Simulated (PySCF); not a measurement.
Atoms are numbered as in `[NH2:1][Si@H:2]([O:3][SiH3:4])[n:5]1[cH:6][cH:7][cH:8][cH:9]1`; H(Xn) means a hydrogen on atom n.

[PySCF: PBE0-D3(BJ)/def2-SVP structure; σ from GIAO-PBE0/pcSseg-1; non-relativistic; a single conformation; equivalent nuclei averaged; no solvent]

δ = σ(ref) − σ, references computed at the same level: 13C (σref 184.41) and 1H (σref 31.27) and 29Si (σref 351.99) vs TMS; 15N (σref 265.67) against NH3; 17O (σref 334.56) against H2O.

| atoms | nucleus | count | δ (ppm) |
| --- | --- | --- | --- |
| N1 | 15N | 1 | 34.4 |
| C7/C8 | 13C | 2 | ? |
| H(C7)/H(C8) | 1H | 2 | 6.52 |
| C6/C9 | 13C | 2 | 126.9 |
| O3 | 17O | 1 | 54.1 |
| H(C6)/H(C9) | 1H | 2 | 6.93 |
| Si2 | 29Si | 1 | ? |
| Si4 | 29Si | 1 | ? |
| N5 | 15N | 1 | 191.2 |
| H(Si4) | 1H | 3 | ? |
| H(N1) | 1H | 2 | 1.26 |
| H(Si2) | 1H | 1 | 4.94 |

Question: Complete the table.

Answer: 
- C7/C8: 118.0 ppm, aromatic CH
- H(Si4): 5.07 ppm, hydrogen on a silicon bonded to O
- Si4: -41.5 ppm, silicon bonded to O, 3 H
- Si2: -46.8 ppm, silicon bonded to 2 N, O, H

OH and NH positions are those of a molecule without intermolecular hydrogen bonds; in solution they move with solvent, concentration and temperature, and exchange usually removes their couplings. Shifts are as computed. Against solution values, carbons near 30 ppm lie about +2 ppm off and those near 130 ppm about +5 ppm. Of 1211 compounds with measured shifts, 218 miss one by over three times the rms of a fit or turn the order of signals round; such compounds aren't used in these exercises. Experimental scales use liquid or dissolved standards, which lie at an offset from isolated NH3 (liquid NH3: subtract about 20 ppm) and H2O (liquid H2O: subtract about 36 ppm). Unscaled 15N shifts of sp2 nitrogen come out 20 to 40 ppm too high even then.
